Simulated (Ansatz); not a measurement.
## GeH2ClF (SMILES [F][GeH2][Cl]): the energy to break a bond

The species is GeH2ClF (5 atoms), meant as a singlet with charge 0. SMILES: `[F][GeH2][Cl]`. Geometry: optimised at wB97X-V/def2-SVP.

```xyz
5

F    -0.2415   -0.5107    1.5942
Ge    0.1396   -0.0902   -0.0428
Cl   -1.3926    1.2483   -0.7030
H     0.0709   -1.3721   -0.8681
H     1.4735    0.6511   -0.0218
```

Wanted: the dissociation energy of the Ge2–F1 bond into doublet GeH2Cl and doublet F (shapes relaxed at wB97X-V/def2-SVP, no zero-point term). 1 Eh = 2625.50 kJ/mol = 27.2114 eV. Totals in Eh; open shells run unrestricted unless said.

| level | program | GeH2ClF | doublet GeH2Cl | doublet F |
| --- | --- | --- | --- | --- |
| HF/def2-TZVPP | Ansatz | -2635.610639 | -2536.052907 | -99.411798 |
| PBE/def2-TZVPP | Ansatz | -2637.780425 | -2537.905264 | -99.669123 |
| B3LYP/def2-TZVPP | Ansatz | -2638.445928 | -2538.476956 | -99.770147 |

Question: Work out the dissociation energy at each level.

Answer: 
1. HF/def2-TZVPP: (-2536.052907) + (-99.411798) − (-2635.610639) = 0.145934 Eh = 383.1 kJ/mol = 3.97 eV.
2. PBE/def2-TZVPP: (-2537.905264) + (-99.669123) − (-2637.780425) = 0.206038 Eh = 541.0 kJ/mol = 5.61 eV.
3. B3LYP/def2-TZVPP: (-2538.476956) + (-99.770147) − (-2638.445928) = 0.198825 Eh = 522.0 kJ/mol = 5.41 eV.

The levels span 383 to 541 kJ/mol; no measured value is set beside them. Hartree–Fock lacks the correlation of the bonding electrons, so it comes out low. A bond enthalpy at 298 K also holds the loss of zero-point energy and thermal terms.
